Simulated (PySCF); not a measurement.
SMILES COCCC(C)=O, singlet (GFN2-xTB optimised geometry):

```
17

C      2.199    -0.486     0.000
O      0.795    -0.486     0.000
C      0.244     0.811     0.000
C     -1.283     0.711    -0.073
C     -1.686     0.219    -1.453
C     -1.771    -1.274    -1.578
O     -1.881     0.979    -2.366
H      2.511    -1.529     0.003
H      2.596     0.012    -0.893
H      2.596     0.017     0.890
H      0.621     1.385    -0.860
H      0.537     1.340     0.921
H     -1.627     0.027     0.700
H     -1.699     1.706     0.090
H     -2.596    -1.641    -0.972
H     -0.850    -1.706    -1.191
H     -1.925    -1.565    -2.614
```

Calculation: B3LYP/def2-SVP (PySCF).

Q: What are the frontier orbital energies and the dipole moment?

A: HOMO-2 -8.89 eV, HOMO-1 -7.38 eV, HOMO -6.61 eV, LUMO -0.30 eV, LUMO+1 1.49 eV; dipole moment 2.85 D.

Meta-Löwdin charges at B3LYP/def2-SVP: C1 -0.07, O2 -0.40, C3 0.05, C4 -0.21, C5 0.38, C6 -0.33, O7 -0.40, H8 0.11, H9 0.08, H10 0.08, H11 0.08, H12 0.08, H13 0.10, H14 0.11, H15 0.11, H16 0.13, H17 0.11.
